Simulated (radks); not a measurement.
Problem. These are the eigenvalues of the occupied orbitals of an atom or ion with whole-number occupations (Ry). Calculated with a radial shooting solver on a logarithmic mesh with Libxc functionals: Dirac Kohn-Sham, BLYP, spin-unpolarised, spherical densities, point nucleus.

1s1/2: -558.7164
2s1/2: -66.70534
2p1/2: -57.96162
2p3/2: -56.87158
3s1/2: -8.07995
3p1/2: -5.46459
3p3/2: -5.32507
3d3/2: -1.11066
3d5/2: -1.09497
4s1/2: -0.56315
4p1/2: -0.18710

Which element is it, and in what charge state? The configuration may be excited. Open shells, if any, fill j = l - 1/2 first.

Solution. Z = 27, cobalt, charge 0: Co in [Ar] 3d6 4s2 4p1. The list shows which subshells hold electrons but not how many an open one holds; the 1s level, -279.36 hartree, gives Z - s = 23.6 by -(Z - s)^2/2, which with screening and relativity narrows Z to a few neighbours, and the depths of the outer levels then fix element, charge and occupations together.
